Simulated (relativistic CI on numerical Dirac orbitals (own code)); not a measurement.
# Ligand-field terms of d7

Computed with a parametric ligand-field model of a d^n configuration (Racah B and C, spin-orbit zeta, crystal field), exact diagonalisation.

Field parameters in Wybourne normalisation: Oh B⁴₀ = 21Dq, B⁴₄ = √(5/14) B⁴₀. The field is a parameter set, without covalency.

B = 580 cm⁻¹, C = 2550 cm⁻¹ (C/B = 4.40), Oh, no spin-orbit coupling. Tanabe-Sugano data, E/B above the lowest term (Δ = |10Dq|; b, c mark the second and third term of a kind):

| Δ/B | 4T1 | 4T2 | 4A2 | 4T1(b) | 2E | 2T1 | 2T2 | 2T1(b) |
| --- | --- | --- | --- | --- | --- | --- | --- | --- |
| 1.0 | 0.00 | 0.81 | 1.81 | 15.62 | 17.51 | 17.77 | 17.57 | 22.39 |
| 3.0 | 0.00 | 2.49 | 5.49 | 16.97 | 16.70 | 18.36 | 18.16 | 22.78 |
| 5.0 | 0.00 | 4.22 | 9.22 | 18.44 | 15.14 | 18.53 | 18.54 | 23.12 |
| 7.0 | 0.00 | 6.00 | 13.00 | 20.00 | 13.35 | 18.54 | 18.75 | 23.40 |
| 9.0 | 0.00 | 7.82 | 16.82 | 21.63 | 11.48 | 18.50 | 18.87 | 23.63 |
| 11.0 | 0.00 | 9.66 | 20.66 | 23.32 | 9.58 | 18.43 | 18.93 | 23.82 |
| 13.0 | 0.00 | 11.53 | 24.53 | 25.06 | 7.65 | 18.37 | 18.96 | 23.98 |
| 15.0 | 0.00 | 13.42 | 28.42 | 26.83 | 5.71 | 18.30 | 18.97 | 24.11 |
| 17.0 | 0.00 | 15.32 | 32.32 | 28.64 | 3.76 | 18.24 | 18.97 | 24.22 |
| 19.0 | 0.00 | 17.23 | 36.23 | 30.46 | 1.80 | 18.18 | 18.97 | 24.31 |
| 21.0 | 0.16 | 19.31 | 40.31 | 32.47 | 0.00 | 18.28 | 19.12 | 24.55 |
| 23.0 | 2.12 | 23.21 | 46.21 | 36.30 | 0.00 | 20.20 | 21.07 | 26.58 |
| 25.0 | 4.09 | 27.12 | 52.12 | 40.15 | 0.00 | 22.13 | 23.03 | 28.61 |
| 27.0 | 6.06 | 31.04 | 58.04 | 44.01 | 0.00 | 24.06 | 24.99 | 30.63 |
| 29.0 | 8.04 | 34.96 | 63.96 | 47.89 | 0.00 | 26.00 | 26.95 | 32.65 |
| 31.0 | 10.01 | 38.89 | 69.89 | 51.78 | 0.00 | 27.94 | 28.91 | 34.66 |
| 33.0 | 11.99 | 42.83 | 75.83 | 55.67 | 0.00 | 29.88 | 30.88 | 36.67 |
| 35.0 | 13.97 | 46.78 | 81.78 | 59.58 | 0.00 | 31.83 | 32.84 | 38.68 |
| 37.0 | 15.95 | 50.72 | 87.72 | 63.49 | 0.00 | 33.79 | 34.81 | 40.69 |
| 39.0 | 17.93 | 54.67 | 93.67 | 67.41 | 0.00 | 35.75 | 36.79 | 42.70 |
| 41.0 | 19.92 | 58.63 | 99.63 | 71.34 | 0.00 | 37.71 | 38.76 | 44.71 |
| 43.0 | 21.90 | 62.59 | 105.59 | 75.27 | 0.00 | 39.67 | 40.73 | 46.71 |
| 45.0 | 23.89 | 66.55 | 111.55 | 79.21 | 0.00 | 41.64 | 42.71 | 48.71 |
| 47.0 | 25.87 | 70.51 | 117.51 | 83.15 | 0.00 | 43.60 | 44.69 | 50.72 |

The ground term changes from 4T1 to 2E between Δ/B = 19.0 and 21.0.
